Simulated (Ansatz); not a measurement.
Geometry optimisation, RKS B3LYP-D4/def2-SVP (Ansatz).

Input file:

```yaml
crystal:
  periodic: [false, false, false]
  atoms:
    - { symbol: Si, position_ang: [-0.970627, 0.465607, -0.11205] }
    - { symbol: Si, position_ang: [0.753921, -0.982809, -0.153832] }
    - { symbol: O, position_ang: [-0.126663, 1.903258, 0.001104] }
    - { symbol: H, position_ang: [0.767513, 1.710614, 0.322658] }
    - { symbol: H, position_ang: [-1.902714, 0.550326, -1.263897] }
    - { symbol: Cl, position_ang: [-2.11511, 0.112637, 1.597317] }
    - { symbol: H, position_ang: [1.618816, -0.692932, -1.334928] }
    - { symbol: H, position_ang: [1.540531, -0.625936, 1.067947] }
    - { symbol: H, position_ang: [0.434332, -2.440866, -0.124419] }
basis:
  gaussian: { orbitals: def2-SVP }
hamiltonian:
  xc: b3lyp
  dispersion: d4
relax:
  f_tol: 0.03
  max_steps: 50
```

Launched with:

```bash
$ ansatz run input.yaml --threads 2 --pin off --max-ram 3072MiB --backend cpu --events-out ev --progress --plain --runs-dir out
```

Task: Where does it end, and by what steps?

Result: The run converged. The force dipped under the threshold on the way, but the program's further checks kept it going. After 8 steps the energy has fallen by 0.191 eV; H4 moved furthest, 0.73 Å.

```tsv
step	energy less start (eV)	largest force component (eV/Å)	accepted
0	0.0000	1.102	yes
1	-0.1045	0.470	yes
2	-0.1351	0.744	yes
3	-0.1616	0.330	yes
4	-0.1856	0.155	yes
5	-0.1850	0.384	no
6	-0.1898	0.026	yes
7	-0.1906	0.085	yes
8	-0.1908	0.022	yes
```

```xyz
9
Properties=species:S:1:pos:R:3
Si -0.863 0.516 -0.125
Si 0.837 -1.107 -0.174
O -0.250 2.061 -0.103
H 0.398 2.282 0.578
H -1.793 0.480 -1.279
Cl -1.963 0.119 1.613
H 1.684 -0.956 -1.395
H 1.699 -0.917 1.031
H 0.251 -2.477 -0.145
```

Whether the end is a true minimum wasn't checked by a vibrational analysis.

Time of the run: 40 s on 2 threads of Intel(R) Xeon(R) Processor @ 2.50GHz (Skylake/Cascade Lake), on a shared host, peak memory 0.21 GiB.
